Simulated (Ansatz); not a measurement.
Steps of a relaxation of C2H6AlNS (`N=CS[CH2][AlH2]`) with RKS PBE0-D4/def2-TZVP.

```sh
$ ansatz run in.yaml --threads 4 --pin off --events-out ev --progress --plain --max-ram 10444MiB
```

```yaml
crystal:
  periodic: [false, false, false]
  atoms:
    - {symbol: N, position_ang: [1.954944, 1.234132, 1.529823]}
    - {symbol: C, position_ang: [0.876777, 0.953785, 0.922893]}
    - {symbol: S, position_ang: [0.004949, -0.632840, 0.947617]}
    - {symbol: C, position_ang: [-1.472436, -0.285109, -0.146509]}
    - {symbol: Al, position_ang: [-0.285591, -0.946567, -1.583345]}
    - {symbol: H, position_ang: [2.334178, 0.432357, 2.064388]}
    - {symbol: H, position_ang: [0.355575, 1.719114, 0.304886]}
    - {symbol: H, position_ang: [-2.286887, -0.931157, 0.233313]}
    - {symbol: H, position_ang: [-1.760217, 0.778079, -0.032728]}
    - {symbol: H, position_ang: [0.644565, 0.130785, -2.309353]}
    - {symbol: H, position_ang: [-0.300558, -2.509479, -1.910384]}
basis:
  gaussian: {orbitals: def2-TZVP}
hamiltonian: {xc: pbe0, dispersion: d4}
relax: {f_tol: 0.005, max_steps: 150}
```

Positions (Å) and forces (eV/Å) along the path, 11 of 11 steps:

```xyz
11
step=1 energy=-21084.0004 eV
N     1.955    1.234    1.530   -0.763   -0.739   -0.240
C     0.877    0.954    0.923    0.250    0.168    0.089
S     0.005   -0.633    0.948    0.023    0.566   -0.291
C    -1.472   -0.285   -0.147   -0.104    0.090    0.229
Al   -0.286   -0.947   -1.583    0.003    0.061    0.232
H     2.334    0.432    2.064   -0.248    0.458   -0.318
H     0.356    1.719    0.305    0.363   -0.441    0.396
H    -2.287   -0.931    0.233    0.438    0.333   -0.166
H    -1.760    0.778   -0.033    0.168   -0.562   -0.039
H     0.645    0.131   -2.309   -0.121   -0.129    0.078
H    -0.301   -2.509   -1.910   -0.009    0.194    0.031
11
step=2 energy=-21084.0510 eV
N     1.928    1.219    1.504   -0.091   -0.233    0.028
C     0.864    0.938    0.899   -0.093   -0.090    0.012
S     0.004   -0.637    0.948    0.008    0.355   -0.235
C    -1.460   -0.279   -0.140    0.032   -0.029    0.162
Al   -0.269   -0.932   -1.560   -0.044    0.023    0.135
H     2.295    0.430    2.047   -0.041    0.172   -0.102
H     0.355    1.691    0.284    0.102   -0.134    0.087
H    -2.264   -0.916    0.240    0.101    0.093   -0.095
H    -1.737    0.772   -0.016    0.038   -0.167   -0.016
H     0.645    0.138   -2.288   -0.010   -0.012    0.020
H    -0.294   -2.480   -1.896   -0.001    0.023    0.004
11
step=3 energy=-21084.0577 eV
N     1.926    1.210    1.499    0.052    0.014    0.060
C     0.861    0.938    0.898   -0.065   -0.118   -0.218
S     0.003   -0.623    0.935   -0.029    0.024   -0.001
C    -1.465   -0.281   -0.135    0.081    0.022    0.037
Al   -0.269   -0.924   -1.545    0.006    0.001    0.013
H     2.287    0.428    2.043    0.022   -0.007    0.061
H     0.382    1.678    0.255   -0.047    0.059    0.045
H    -2.262   -0.926    0.229   -0.013   -0.031    0.028
H    -1.752    0.760   -0.009   -0.022    0.039   -0.010
H     0.646    0.149   -2.263    0.010    0.016   -0.007
H    -0.293   -2.467   -1.886    0.002   -0.019   -0.006
11
step=4 energy=-21084.0576 eV rejected
N     1.924    1.206    1.496    0.078    0.030   -0.043
C     0.873    0.927    0.872   -0.192    0.082    0.104
S     0.003   -0.621    0.930    0.014   -0.095    0.007
C    -1.465   -0.279   -0.133    0.053    0.042   -0.017
Al   -0.268   -0.922   -1.540    0.014   -0.024   -0.035
H     2.281    0.428    2.047    0.043   -0.053    0.039
H     0.373    1.682    0.263    0.039    0.006   -0.081
H    -2.260   -0.926    0.231   -0.027   -0.050    0.038
H    -1.754    0.761   -0.008   -0.029    0.064    0.002
H     0.648    0.152   -2.255    0.008    0.012   -0.008
H    -0.291   -2.466   -1.882   -0.001   -0.015   -0.008
11
step=5 energy=-21084.0598 eV
N     1.928    1.204    1.498    0.015    0.009    0.032
C     0.867    0.936    0.886    0.002   -0.060   -0.060
S     0.001   -0.618    0.933   -0.007    0.039   -0.001
C    -1.466   -0.279   -0.132    0.012   -0.032    0.010
Al   -0.270   -0.922   -1.543    0.003   -0.007    0.001
H     2.280    0.424    2.053    0.007    0.002    0.011
H     0.391    1.684    0.250   -0.031    0.019    0.001
H    -2.255   -0.933    0.239   -0.009   -0.001   -0.012
H    -1.766    0.760   -0.014    0.005    0.031    0.021
H     0.644    0.153   -2.260    0.004    0.010   -0.002
H    -0.289   -2.466   -1.887   -0.001   -0.009   -0.001
11
step=6 energy=-21084.0602 eV
N     1.927    1.205    1.497    0.001    0.000    0.003
C     0.868    0.933    0.881    0.000   -0.012   -0.005
S     0.001   -0.619    0.934    0.002    0.002    0.001
C    -1.465   -0.279   -0.131    0.000   -0.004    0.003
Al   -0.269   -0.922   -1.542    0.002    0.002   -0.002
H     2.278    0.426    2.055    0.001    0.004    0.003
H     0.389    1.682    0.247   -0.006    0.001   -0.003
H    -2.256   -0.932    0.236    0.000    0.001   -0.002
H    -1.762    0.761   -0.008   -0.001    0.005    0.004
H     0.644    0.155   -2.258    0.002    0.000   -0.001
H    -0.289   -2.467   -1.887   -0.002   -0.001    0.000
11
step=7 energy=-21084.0602 eV
N     1.925    1.205    1.496   -0.002    0.001   -0.003
C     0.868    0.931    0.879    0.004    0.001    0.005
S     0.002   -0.621    0.934   -0.001   -0.005   -0.001
C    -1.464   -0.279   -0.130   -0.001    0.006    0.001
Al   -0.269   -0.921   -1.542    0.000    0.001   -0.002
H     2.277    0.429    2.056    0.000    0.002    0.001
H     0.388    1.678    0.243    0.001   -0.002   -0.002
H    -2.256   -0.932    0.235    0.001   -0.001    0.000
H    -1.760    0.762   -0.004   -0.002   -0.002    0.000
H     0.646    0.156   -2.257    0.001   -0.001    0.001
H    -0.291   -2.465   -1.887   -0.001    0.000    0.000
11
step=8 energy=-21084.0603 eV
N     1.925    1.207    1.497    0.001    0.002   -0.001
C     0.869    0.930    0.878   -0.005    0.004   -0.004
S     0.003   -0.622    0.933    0.002   -0.007    0.006
C    -1.464   -0.278   -0.130    0.003    0.008   -0.003
Al   -0.269   -0.919   -1.543    0.000   -0.004   -0.001
H     2.276    0.432    2.060    0.001   -0.002    0.003
H     0.390    1.676    0.240    0.001   -0.002   -0.001
H    -2.254   -0.935    0.233   -0.002   -0.003    0.003
H    -1.763    0.761    0.000   -0.001    0.002    0.000
H     0.650    0.155   -2.257    0.000    0.001    0.000
H    -0.297   -2.464   -1.888    0.001    0.002   -0.002
11
step=9 energy=-21084.0603 eV
N     1.924    1.208    1.496    0.000    0.002   -0.001
C     0.870    0.928    0.876    0.000    0.006   -0.002
S     0.003   -0.623    0.934    0.001   -0.003    0.004
C    -1.463   -0.278   -0.128    0.001    0.003   -0.003
Al   -0.269   -0.918   -1.542   -0.003   -0.002   -0.003
H     2.273    0.436    2.064    0.000   -0.002    0.001
H     0.392    1.672    0.233    0.002   -0.003    0.000
H    -2.253   -0.936    0.232   -0.003   -0.002    0.002
H    -1.763    0.761    0.004    0.000   -0.001    0.000
H     0.651    0.155   -2.256    0.000    0.001    0.001
H    -0.300   -2.462   -1.891    0.001    0.002    0.001
11
step=10 energy=-21084.0603 eV
N     1.923    1.208    1.496    0.000    0.000    0.000
C     0.871    0.927    0.873    0.002    0.005    0.000
S     0.003   -0.624    0.935    0.001    0.000    0.002
C    -1.464   -0.277   -0.127   -0.001   -0.001   -0.001
Al   -0.270   -0.917   -1.543    0.001   -0.001    0.001
H     2.271    0.438    2.068   -0.002    0.000   -0.001
H     0.396    1.668    0.226    0.002   -0.003    0.001
H    -2.253   -0.937    0.233   -0.001    0.000    0.001
H    -1.764    0.760    0.007    0.001   -0.001   -0.001
H     0.651    0.157   -2.253   -0.001    0.000   -0.001
H    -0.300   -2.460   -1.893   -0.001    0.002    0.000
11
step=11 energy=-21084.0603 eV
N     1.923    1.208    1.496    0.001   -0.002    0.002
C     0.873    0.926    0.872   -0.001    0.002   -0.001
S     0.003   -0.624    0.936    0.002    0.001    0.000
C    -1.464   -0.278   -0.127   -0.001   -0.002    0.000
Al   -0.270   -0.916   -1.542   -0.003    0.000   -0.001
H     2.268    0.440    2.072   -0.003    0.001   -0.002
H     0.401    1.665    0.220    0.001   -0.001    0.001
H    -2.252   -0.938    0.233    0.001    0.001   -0.001
H    -1.765    0.759    0.008    0.000    0.000    0.000
H     0.650    0.159   -2.253    0.001    0.000    0.000
H    -0.302   -2.459   -1.895    0.001    0.000    0.000
```

Hardware: 4 threads of an Arm Neoverse V1 on a shared host. Wall time 41 s, peak host memory 0.56 GiB.
